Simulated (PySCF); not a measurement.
Isomers C₆H₁₀Si:

A. SMILES C=C1C=C(C)[SiH2]C1
B. SMILES C([SiH](C=C)C=C)=C
C. `[SiH]1(C#CC)CCC1`
D. `C=C(C)[SiH2]C1C=C1`

Spectrum 1. $^{1}$H NMR (500 MHz, computed): δ 5.17 (m, 1H), 2.24 (m, 1H), 2.19 (m, 1H), 2.11 (s, 3H), 1.72 (m, 2H), 1.52 (m, 2H). $^{13}$C{$^{1}$H} NMR (computed): δ 115.8 (C), 86.0 (C), 20.3 (CH2), 16.5 (CH2), 6.1 (CH3).

Spectrum 2. $^{1}$H NMR (500 MHz, computed): δ 7.41 (m, 2H), 6.16 (br s, 1H), 5.91 (br s, 1H), 4.11 (d, 2H), 2.04 (s, 3H), 0.81 (m, 1H). $^{13}$C{$^{1}$H} NMR (computed): δ 151.3 (C), 133.8 (CH2), 120.3 (CH), 28.2 (CH3), 1.7 (CH).

Spectrum 3. $^{1}$H NMR (500 MHz, computed): δ 6.61 (m, 3H), 6.52 (m, 3H), 6.16 (m, 3H), 5.06 (q, 1H). $^{13}$C{$^{1}$H} NMR (computed): δ 145.5 (CH2), 140.5 (CH).

Spectrum 4. $^{1}$H NMR (500 MHz, computed): δ 6.99 (s, 1H), 5.50 (br s, 1H), 5.30 (br s, 1H), 4.66 (m, 2H), 2.23 (s, 3H), 1.89 (m, 2H). $^{13}$C{$^{1}$H} NMR (computed): δ 159.7 (C), 158.3 (CH), 152.7 (C), 118.2 (CH2), 23.5 (CH3), 13.6 (CH2).

One computed conformer, relativity neglected, gas phase, fast rotation and ring inversion assumed for equivalent nuclei. σ from GIAO-PBE0/pcSseg-1; geometry from GFN2-xTB; PySCF 2.14.

Shifts are taken against calculated references (same method and geometry level): $^{1}$H (σ = 31.72 ppm) and $^{13}$C (σ = 186.93 ppm) against TMS. Where no couplings were computed, multiplicities follow the n + 1 count of equivalent neighbours, and m marks all less simple cases (inequivalent or close neighbours, rings, F or P nearby). Shifts are as computed. Against solution values, carbons near 30 ppm lie about +3 ppm off and those near 130 ppm about +5 ppm. Of 1211 compounds with measured shifts, 218 miss one by over three times the rms of a fit or turn the order of signals round; such compounds aren't used in these exercises.

**Question.** Match each spectrum to its structure.

**Answer.** 1–C, 2–D, 3–B, 4–A.

- Spectrum 1 (C): 5 $^{13}$C signals; δC 86.0 is an alkyne carbon; δC 20.3 is an sp3 CH2 in a ring.
- Spectrum 2 (D): 5 $^{13}$C signals; δC 151.3 is a fully substituted alkene carbon; δC 133.8 is a terminal =CH2 carbon.
- Spectrum 3 (B): 2 $^{13}$C signals; δC 145.5 is a terminal =CH2 carbon; δC 140.5 is an alkene CH.
- Spectrum 4 (A): 6 $^{13}$C signals; δC 159.7 is a fully substituted alkene carbon; δC 158.3 is an alkene CH.
